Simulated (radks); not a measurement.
The numbers below are computed, except where a source is named.
Species: Sn11+. Configuration: [Kr] 4d3 (the NIST ground configuration).

Code: a radial shooting solver on a logarithmic mesh with Libxc functionals. Model: scalar-relativistic Kohn-Sham, LDA (Slater exchange, VWN5 correlation), spin-polarised, spherical densities, finite nucleus; open shells are filled with parallel spins first (spin-orbit coupling, left out, can overturn this in heavy ions); Fermi nuclear charge, rms radius 4.6519 fm.

Energy parts (eV):
| part | energy |
|---|---|
| total | -166868.867 |
| kinetic | 174231.292 |
| electron-nucleus | -394911.658 |
| Hartree | 57933.807 |
| exchange-correlation | -4122.309 |

Orbitals (lengths in bohr, moments of r in powers of bohr; <r^-3> diverges for s and p1/2; r(90%) holds 90 % of the orbital's charge):
[
 {"orbital": "1s up", "occ.": "1", "eigenvalue (eV)": "-29205.83", "<r^-3>": "-", "<r^4>": "3.417e-06", "<r^2>": "0.001145", "r(90%)": "0.0522"},
 {"orbital": "1s down", "occ.": "1", "eigenvalue (eV)": "-29205.80", "<r^-3>": "-", "<r^4>": "3.417e-06", "<r^2>": "0.001145", "r(90%)": "0.0522"},
 {"orbital": "2s up", "occ.": "1", "eigenvalue (eV)": "-4604.991", "<r^-3>": "-", "<r^4>": "0.0005936", "<r^2>": "0.01860", "r(90%)": "0.194"},
 {"orbital": "2s down", "occ.": "1", "eigenvalue (eV)": "-4603.858", "<r^-3>": "-", "<r^4>": "0.0005935", "<r^2>": "0.01860", "r(90%)": "0.194"},
 {"orbital": "2p up", "occ.": "3", "eigenvalue (eV)": "-4159.956", "<r^-3>": "4691", "<r^4>": "0.0004263", "<r^2>": "0.01467", "r(90%)": "0.178"},
 {"orbital": "2p down", "occ.": "3", "eigenvalue (eV)": "-4159.052", "<r^-3>": "4693", "<r^4>": "0.0004262", "<r^2>": "0.01467", "r(90%)": "0.178"},
 {"orbital": "3s up", "occ.": "1", "eigenvalue (eV)": "-1066.305", "<r^-3>": "-", "<r^4>": "0.02630", "<r^2>": "0.1314", "r(90%)": "0.499"},
 {"orbital": "3s down", "occ.": "1", "eigenvalue (eV)": "-1065.513", "<r^-3>": "-", "<r^4>": "0.02623", "<r^2>": "0.1313", "r(90%)": "0.498"},
 {"orbital": "3p up", "occ.": "3", "eigenvalue (eV)": "-920.9058", "<r^-3>": "875.1", "<r^4>": "0.02767", "<r^2>": "0.1317", "r(90%)": "0.506"},
 {"orbital": "3p down", "occ.": "3", "eigenvalue (eV)": "-920.0520", "<r^-3>": "875.3", "<r^4>": "0.02757", "<r^2>": "0.1316", "r(90%)": "0.506"},
 {"orbital": "3d up", "occ.": "5", "eigenvalue (eV)": "-697.3077", "<r^-3>": "120.9", "<r^4>": "0.02475", "<r^2>": "0.1161", "r(90%)": "0.493"},
 {"orbital": "3d down", "occ.": "5", "eigenvalue (eV)": "-696.1963", "<r^-3>": "120.9", "<r^4>": "0.02463", "<r^2>": "0.1159", "r(90%)": "0.492"},
 {"orbital": "4s up", "occ.": "1", "eigenvalue (eV)": "-339.6114", "<r^-3>": "-", "<r^4>": "0.6608", "<r^2>": "0.6795", "r(90%)": "1.11"},
 {"orbital": "4s down", "occ.": "1", "eigenvalue (eV)": "-335.7618", "<r^-3>": "-", "<r^4>": "0.6614", "<r^2>": "0.6792", "r(90%)": "1.11"},
 {"orbital": "4p up", "occ.": "3", "eigenvalue (eV)": "-292.4333", "<r^-3>": "188.7", "<r^4>": "0.8371", "<r^2>": "0.7581", "r(90%)": "1.18"},
 {"orbital": "4p down", "occ.": "3", "eigenvalue (eV)": "-288.5744", "<r^-3>": "188.9", "<r^4>": "0.8408", "<r^2>": "0.7588", "r(90%)": "1.18"},
 {"orbital": "4d up", "occ.": "3", "eigenvalue (eV)": "-221.2484", "<r^-3>": "22.19", "<r^4>": "1.274", "<r^2>": "0.9143", "r(90%)": "1.32"},
 {"orbital": "4d down", "occ.": "0", "eigenvalue (eV)": "-217.4600", "<r^-3>": "22.14", "<r^4>": "1.293", "<r^2>": "0.9192", "r(90%)": "1.32"}
]

The highest occupied level is 4d up at -221.25 eV. Spin moment in Bohr magnetons: 3. The electron density at the nucleus is 1.958e+05 e/bohr^3 (large components only). For comparison, the ionisation energy in NIST's Atomic Spectra Database is 232 eV (theoretical). In exact Kohn-Sham theory the highest level is minus the ionisation energy, but local and semilocal functionals leave it too shallow, through self-interaction and a potential that decays too fast; potentials with the right tail come closer.
